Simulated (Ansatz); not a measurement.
Process, species as SMILES: C[SiH](C)[SiH3] -> C[SiH][SiH3] + [CH3] (CH3) (the C-Si bond at the site shown breaks; other sites are not compared here)
Structures are relaxed separately at B3LYP-D3(BJ)/def2-TZVP in Ansatz (a quantum-chemistry and plane-wave program).

Quantity: bond dissociation energy (electronic energy difference), in kcal/mol. Cores are frozen in the correlated levels unless marked. UHF or UKS for open shells. No spin-orbit coupling. No relativistic terms. CBS(X,Y): correlation extrapolated as X^-3; Hartree-Fock from the larger set.

| level | program | bond dissociation energy (kcal/mol) |
|---|---|---|
| HF/aug-cc-pV(D+d)Z | Ansatz | 63.3 |
| r2SCAN-D3(BJ)/def2-TZVPD | Ansatz + dftd3 | 83.7 |

Q: Estimate the value at CCSD(T)/CBS(aug-cc-pV(T+d)Z,aug-cc-pV(Q+d)Z) as computed with Ansatz.

A: 90.9 kcal/mol, so r2SCAN-D3(BJ)/def2-TZVPD differs from it by -7.2 kcal/mol.
